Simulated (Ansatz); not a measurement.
Species: sum formula CuOH, net charge 0, singlet state. SMILES: [OH][Cu]
Geometry: optimised at B3LYP-D3(BJ)/def2-TZVP (Ansatz, an electronic-structure program).

Parts of the frozen-core correlation energy in STO-3G (Ansatz, hartree). Frozen orbitals: 10; correlated occupied orbitals by spin: 9 and 9; virtual: 5 and 5. Spin-orbit coupling is left out. Non-relativistic. The restricted reference is unstable. The program attaches cautions to this run: other amplitudes.

```csv
term,value
reference (HF),-1694.74004
MP2 opposite-spin,(withheld)
MP2 same-spin,(withheld)
CCSD correlation,(withheld)
(T),-0.01312
FCI minus CCSD(T),-0.01109
T1 diagnostic,0.179
largest doubles amplitude,1.214
```

Task: What belongs in the gaps?

Result: 
- MP2 opposite-spin, value: -0.06990
- MP2 same-spin, value: -0.01638
- CCSD correlation, value: -0.18088
